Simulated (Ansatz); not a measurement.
`OB[SiH3]` + `C[SeH]` → `C[Se]B[SiH3]` + H₂O at 600 K and 1 bar (ligand exchange at a B–O bond).

Gas-phase electronic energies from Ansatz, PBE0-D4/def2-TZVP geometries. CCSD(T)/CBS adds triple-zeta CCSD(T) − MP2 to the extrapolated MP2 energy (def2 sets, frozen cores). This one scheme is used for every species. For Se outer-core shells are correlated without core-valence functions, which leaves a few kJ/mol of doubt a bond. Scalar relativity is left out up to krypton. One conformer a species, not always the lowest.

| species | CCSD(T)/CBS energy (Eh) | H − E (kJ/mol) | S (J/(mol·K)) |
| --- | --- | --- | --- |
| `OB[SiH3]` | -392.07510 | 182.6 | 365.1 |
| `C[SeH]` | -2441.15625 | 149.5 | 312.9 |
| `C[Se]B[SiH3]` | -2756.84434 | 261.5 | 460.0 |
| H₂O | -76.37941 | 76.8 | 212.8 |

H − E and S are ideal-gas, rigid-rotor, harmonic terms from PBE0-D4/def2-TZVP, for one conformer and one mirror image of each species. 1 Eh = 2625.50 kJ/mol, R = 8.31446 J/(mol·K).

Task: By hand: ΔE, ΔH, ΔS and ΔG.

Result: ΔE = (-2756.84434) + (-76.37941) − (-392.07510) − (-2441.15625) = 0.00760 Eh = 20.0 kJ/mol. Δ(H − E) = 261.5 + 76.8 − 182.6 − 149.5 = 6.2, so ΔH = 26.2 kJ/mol. ΔS = 460.0 + 212.8 − 365.1 − 312.9 = -5.2 J/(mol·K). ΔG = 26.2 − 600 × (-5.2)/1000 = 29.3 kJ/mol.

Task: By hand: the equilibrium constant, and the temperature at which ΔG would vanish if ΔH and ΔS stayed fixed.

Result: log₁₀ K = −ΔG/(RT ln 10) = -2.6. ΔH and −TΔS have one sign here, so there is no such temperature.

The number of gas molecules stays the same, so ΔS is small and ΔH decides. A doubt of 5 kJ/mol in ΔE shifts log₁₀ K by 0.4 here. Other conformers and mirror images would add mixing entropy, several J/(mol·K) or more a flexible species. These are equilibria of isolated gas molecules and say nothing of rates. Largest T1 diagnostic: 0.014 (customary marks: 0.02 for closed shells, 0.045 for open ones).

ΔS is within the doubt of such terms, so its sign, and with it that verdict, could turn.
